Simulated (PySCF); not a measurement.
`[H]/N=C(\C=C)[C@@H](C=C)C(C)C`: 4 charge schemes on one density

C₉H₁₅N.
Structure used (GFN2-xTB), in Å, numbered top down from 1:
```
atom  x, y, z in Å
C1     3.2009    0.5045    1.3161
C2     2.1468    0.8281    0.5802
C3     1.2690   -0.1682   -0.0570
N4     1.6237   -1.3067   -0.4751
C5    -0.1696    0.2599   -0.2597
C6    -0.2903    0.6226   -1.7121
C7    -0.5113    1.8422   -2.1650
C8    -1.1410   -0.8723    0.1219
C9    -1.0004   -1.2046    1.6053
C10   -2.5786   -0.4735   -0.1974
H11    3.4680   -0.5253    1.4980
H12    3.8251    1.2461    1.7843
H13    1.8707    1.8640    0.4347
H14    2.6112   -1.5197   -0.3492
H15   -0.3829    1.1392    0.3569
H16   -0.1471   -0.2077   -2.3898
H17   -0.5780    2.0539   -3.2188
H18   -0.6450    2.6830   -1.5030
H19   -0.8664   -1.7528   -0.4651
H20   -1.6729   -2.0152    1.8759
H21    0.0169   -1.5134    1.8334
H22   -1.2447   -0.3375    2.2175
H23   -2.6868   -0.2275   -1.2510
H24   -3.2563   -1.2905    0.0387
H25   -2.8718    0.3957    0.3893
```

Density: PBE0/pcSseg-1 (PySCF); schemes: Mulliken, IAO, Hirshfeld and ESP-fitted. The structure is a single GFN2-xTB conformer in the gas phase; no vibrational or solvent corrections.

Atoms with like bonding are taken together and averaged. Do the Mulliken, IAO, Hirshfeld and ESP-fitted schemes agree on where the charge is lowest?

The schemes don't all agree: Mulliken C8 (-0.331); IAO N4 (-0.458); Hirshfeld N4 (-0.217); ESP-fitted N4 (-0.782).

At which atom do the 4 schemes differ most?

At C8: from -0.331 (Mulliken) to +0.667 e (ESP-fitted), 0.998 e apart.

What partial charge does each atom carry?

In e; atoms taken as equivalent share a row and are averaged (×n: the atom named and its like, n in all):

```tsv
atom	environment	Mulliken	IAO	Hirshfeld	ESP-fitted
C1	terminal =CH2 carbon	-0.123	-0.287	-0.081	-0.368
C2	alkene CH carbon	-0.133	-0.174	-0.045	-0.322
C3	imine carbon	+0.015	+0.186	+0.099	+0.657
N4	imine nitrogen	-0.315	-0.458	-0.217	-0.782
C5	allylic carbon	-0.218	-0.130	-0.028	-0.459
C6	alkene CH carbon	-0.143	-0.120	-0.029	-0.034
C7	terminal =CH2 carbon	-0.116	-0.328	-0.105	-0.478
C8	sp3 CH carbon	-0.331	-0.086	-0.018	+0.667
C9	methyl carbon	-0.191	-0.418	-0.122	-0.666
C10	methyl carbon	-0.184	-0.418	-0.122	-0.501
H11	vinylic hydrogen	+0.118	+0.148	+0.049	+0.167
H12	vinylic hydrogen	+0.126	+0.160	+0.054	+0.192
H13	vinylic hydrogen	+0.110	+0.154	+0.050	+0.185
H14	N–H hydrogen	+0.156	+0.242	+0.103	+0.368
H15	methine hydrogen	+0.102	+0.123	+0.037	+0.141
H16	vinylic hydrogen	+0.113	+0.153	+0.047	+0.138
H17	vinylic hydrogen	+0.116	+0.152	+0.046	+0.184
H18	vinylic hydrogen	+0.105	+0.141	+0.042	+0.192
H19	methine hydrogen	+0.132	+0.144	+0.032	-0.071
H20/H21/H22	methyl hydrogen	+0.110	+0.136	+0.035	+0.151
H23/H24/H25	methyl hydrogen	+0.110	+0.136	+0.035	+0.112
```

Mean size of the charges over all atoms: ESP-fitted 0.295 e, IAO 0.194 e, Mulliken 0.140 e, Hirshfeld 0.061 e. Each set sums to the total charge, 0, to within 0.001 e. The ESP scheme is a least-squares fit of atom-centred charges to the potential on four shells outside the van der Waals surface, with the total charge fixed. The Hirshfeld scheme divides the density at each point in proportion to the densities of the neutral, spherically averaged free atoms.

Some averages cover members that differ in this geometry: H20/H21/H22, ESP-fitted +0.137 to +0.165; H23/H24/H25, Mulliken +0.096 to +0.122 e.

Sum the charges by element, for elements with more than one atom.

| element | atoms | Mulliken | IAO | Hirshfeld | ESP-fitted |
| --- | --- | --- | --- | --- | --- |
| C | 9 | -1.424 | -1.776 | -0.452 | -1.504 |
| H | 15 | +1.739 | +2.233 | +0.669 | +2.286 |

How closely do the schemes follow one another over all atoms?

Correlation coefficient and root-mean-square difference: IAO with Hirshfeld 0.97, 0.147 e; Mulliken with IAO 0.87, 0.113 e; Hirshfeld with ESP-fitted 0.86, 0.302 e; IAO with ESP-fitted 0.83, 0.219 e; Mulliken with Hirshfeld 0.82, 0.102 e; Mulliken with ESP-fitted 0.55, 0.308 e.

How many electrons does the ESP-fitted scheme count on C5?

Z − q = 6 − (-0.459) = 6.459.

The run behind these numbers computed NMR shieldings as well. The run took 66 s wall on Arm Neoverse V1, one thread (shared host).
